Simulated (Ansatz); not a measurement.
A structure relaxed at r2SCAN-D4/def2-SVP in Ansatz, charge 0, singlet:

```xyz
8

V     0.421   -0.079   -0.086
O     1.205    1.262    0.167
O     1.466   -1.512    0.049
O    -0.676   -0.021   -1.474
O     0.517   -1.440    1.108
H    -1.318    0.354    0.883
H    -0.819    0.772   -2.010
H    -0.796    0.665    1.363
```

(1) Give its formula.

(2) Summarise the bond lengths by kind (pairs closer than 1.2 times the sum of covalent radii, bridged metal pairs left out).

Results:

(1) VO4H3.

(2) 4 × O–V 1.57 to 1.81 Å; 1 × O–O 1.42 Å; 2 × H–V 2.03 to 2.04 Å; 1 × H–O 0.97 Å. The metal has 6 neighbours: O 1.57 Å, O 1.78 Å, O 1.77 Å, O 1.81 Å, H 2.04 Å, H 2.03 Å.

The structure holds one bond between oxygen atoms, so isomers without such links may lie far lower. The restricted singlet is unstable towards broken spin symmetry in Hartree–Fock (as tested in another run); at r2SCAN-D4/def2-SVP this wasn't settled. In the singlet, H6 and H8 lie 0.77 Å apart (atoms count from 1), so H2 has formed as a molecule. Another isomer (singlet) lies 0.14 eV lower at PBE0-D4/def2-TZVP; other spin states weren't run for this one.
